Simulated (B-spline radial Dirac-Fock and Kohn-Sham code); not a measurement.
**X-ray lines that fill the L2 vacancy in Se³⁺**

System: the Se³⁺ ion, [Ar] 3d10 4s2 4p1, inside a Watson sphere of charge -3 and radius 3 Å (a model of the Madelung potential; inside it an electron's potential energy is raised by 14.4 eV).

Input file task.json (cfg lists n, l and occupation; rrms is the nuclear radius in fm):

```json
{"items": [{
  "Z": 34,
  "q": 3,
  "cfg": [[1, 0, 2], [2, 0, 2], [2, 1, 6], [3, 0, 2], [3, 1, 6], [3, 2, 10], [4, 0, 2], [4, 1, 1]],
  "A": 80,
  "rrms": 4.14,
  "watson": [-3, 3.0],
  "do": ["binding", "quiet", "decay"],
  "holes": ["K", "L1", "L2", "L3", "M1", "M2", "M3", "M4", "M5", "N1"]
}]}
```

Run with: `python xray_run.py task.json out`

The computed values come from a radial atomic solver: independent-particle radiative and Coulomb Auger rates from relativistic LDA hole-state orbitals, with Dirac-Fock energies.

| line | multipole | energy (eV) | width (meV) | share (%) |
| --- | --- | --- | --- | --- |
| Lη | E1 | 1243.0 | 0.614 | 3.36 |
| Lβ1 | E1 | 1422.3 | 17.5 | 96.1 |
| Lγ5 | E1 | 1470.7 | 0.0923 | 0.506 |

The listed lines hold 100.0 % of the radiative rate. The radiative width is 0.0182 eV in the length form and 0.0188 eV in the velocity form; the two differ because the transition energies are not eigenvalue differences of the potential that gave the orbitals.
